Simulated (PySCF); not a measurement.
Job file and geometry (Å, from GFN2-xTB) of an NMR shielding run on `InChI=1S/C3H13NSSi2/c1-4(7-5)2-3-6/h5H,2-3,7H2,1,6H3`, GIAO PBE0/pcSseg-1 NMR shielding, non-relativistic, gas phase (PySCF 2.14.0, density-fitted response routines); density fitting, a coarse starting grid and PySCF grid level 2 are the driver's defaults:

```
$ OMP_NUM_THREADS=1 python probes_run.py task.json out

{"job": {"kind": "nmr", "xc": "PBE0", "basis": "pcSseg-1"}, "charge": 0, "multiplicity": 1}
C      0.985832     0.316167    -1.961138
N      1.036294     0.186879    -0.524886
C     -0.161389     0.640800     0.154662
C     -1.351784    -0.304138     0.013724
Si    -2.860055     0.273238     1.014705
Si     2.078783    -0.987309     0.161355
S      2.266849    -0.588358     2.264337
H      0.684064     1.331691    -2.227254
H      0.282077    -0.386113    -2.419690
H      1.971838     0.122271    -2.376339
H     -0.423387     1.629768    -0.238227
H      0.082518     0.753055     1.213567
H     -1.616766    -0.400606    -1.040910
H     -1.042941    -1.296129     0.351025
H     -3.268398     1.599660     0.544082
H     -2.507491     0.339841     2.432449
H     -3.954578    -0.676492     0.807367
H      3.381097    -0.792306    -0.464813
H      1.668504    -2.391584     0.148261
H      2.743785     0.640345     2.144685
```

**Question.** What does the program print?

**Answer.** 
```
coarse grid: 17256 points
cycle   1  E = -1153.3523454097  dE =  4.564e-01  |g| = 4.198e-01  |ddm| = 3.908e+00
cycle   2  E = -1153.3360873059  dE =  1.626e-02  |g| = 5.062e-01  |ddm| = 1.008e+00
cycle   3  E = -1153.3976515384  dE = -6.156e-02  |g| = 7.593e-02  |ddm| = 6.061e-01
cycle   4  E = -1153.3987231387  dE = -1.072e-03  |g| = 3.294e-02  |ddm| = 1.082e-01
cycle   5  E = -1153.3989581142  dE = -2.350e-04  |g| = 6.587e-03  |ddm| = 3.784e-02
cycle   6  E = -1153.3989670701  dE = -8.956e-06  |g| = 2.367e-03  |ddm| = 8.429e-03
final grid: 150056 points
cycle   7  E = -1153.4393990554  dE = -3.620e-05  |g| = 9.820e-03  |ddm| = 3.253e-02
cycle   8  E = -1153.4393837857  dE =  1.527e-05  |g| = 1.233e-02  |ddm| = 2.269e-02
cycle   9  E = -1153.4394233143  dE = -3.953e-05  |g| = 1.184e-03  |ddm| = 1.357e-02
cycle  10  E = -1153.4394235909  dE = -2.765e-07  |g| = 3.002e-04  |ddm| = 1.348e-03
cycle  11  E = -1153.4394236081  dE = -1.725e-08  |g| = 7.127e-05  |ddm| = 2.882e-04
cycle  12  E = -1153.4394236092  dE = -1.080e-09  |g| = 2.384e-05  |ddm| = 9.780e-05
cycle  13  E = -1153.4394236094  dE = -1.492e-10  |g| = 3.490e-06  |ddm| = 2.854e-05
converged SCF energy = -1153.4394236094

GIAO shielding tensors (ppm)
atom      isotropic    diamagn.    paramagn.     s11        s22        s33       span
  0 C      150.255     244.888     -94.633    125.449    138.077    187.238     61.789
  1 N      225.825     329.329    -103.504    202.671    224.232    250.573     47.902
  2 C      136.638     247.902    -111.265    108.716    133.209    167.988     59.272
  3 C      179.064     254.591     -75.527    162.013    181.961    193.217     31.205
  4 Si     424.584     879.731    -455.147    397.158    408.641    467.954     70.796
  5 Si     378.791     881.229    -502.438    312.404    376.013    447.955    135.552
  6 S      737.239    1058.969    -321.730    626.793    693.668    891.256    264.463
  7 H       29.322      30.020      -0.698     24.997     26.442     36.526     11.529
  8 H       28.787      30.588      -1.801     23.733     27.184     35.444     11.712
  9 H       28.928      29.708      -0.780     24.184     27.220     35.379     11.196
 10 H       29.366      33.782      -4.416     23.734     30.060     34.303     10.570
 11 H       27.733      34.457      -6.724     21.321     29.975     31.904     10.583
 12 H       30.380      32.985      -2.605     24.455     31.193     35.491     11.036
 13 H       31.211      33.676      -2.465     25.991     31.625     36.016     10.025
 14 H       28.057      28.911      -0.853     24.480     26.329     33.362      8.882
 15 H       27.922      29.052      -1.130     23.961     27.015     32.791      8.831
 16 H       27.824      28.241      -0.418     24.361     25.345     33.765      9.404
 17 H       26.583      29.848      -3.265     22.039     25.443     32.268     10.229
 18 H       26.529      29.954      -3.425     22.384     24.742     32.461     10.078
 19 H       31.446      31.932      -0.486     23.932     27.791     42.615     18.683
```

**Question.** Turn these shieldings into chemical shifts. Scale: ¹³C (σref 186.93), ²⁹Si (σref 349.16), ¹H (σref 31.72) vs TMS; NH3 for ¹⁵N (σref 267.73); CS2 for ³³S (σref 503.73) (reference shieldings calculated alike).

**Answer.** Averaging equivalent atoms: C 2: 50.3; C 0: 36.7; C 3: 7.9; N 1: 41.9; Si 5: -29.6; Si 4: -75.4; S 6: -234; H 17/18: 5.16; H 14/15/16: 3.78; H 10/11: 3.17; H 7/8/9: 2.70; H 12/13: 0.92; H 19: 0.27 ppm. Experimental scales use liquid or dissolved standards, which lie at an offset from isolated NH3 (liquid NH3: subtract about 20 ppm).

Size and cost of the density-fitted run: 205 basis functions, 2.1 min wall time on 1 thread of an Intel Xeon, shared host; peak memory 0.92 GiB.
